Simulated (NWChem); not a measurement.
# C₂H₆B, doublet; SMILES C[B]C

Program: NWChem. Spin-unrestricted. In the optimisation the excess spin sits in a (C2, its own frame). All runs use the structure optimised with PBE0/def2-SVP, spin-unrestricted. No stability test was run on the SCF state. Level PBE/def2-SVPD: single points from the atomic guess with DIIS by default; each run changes one setting, and all converged runs end within 0.3 mHa of each other. cgmin counts macro-iterations, each dearer than a DIIS step.

| setting | SCF iterations |
|---|---|
| defaults | 7 |
| quadratically convergent solver (cgmin) | 5 |
| no DIIS, 40 % damping | 14 |
| DIIS on 20 Fock matrices | 7 |
| DIIS on 3 Fock matrices | 7 |
| level shift of 0.5 Ha throughout | 12 |
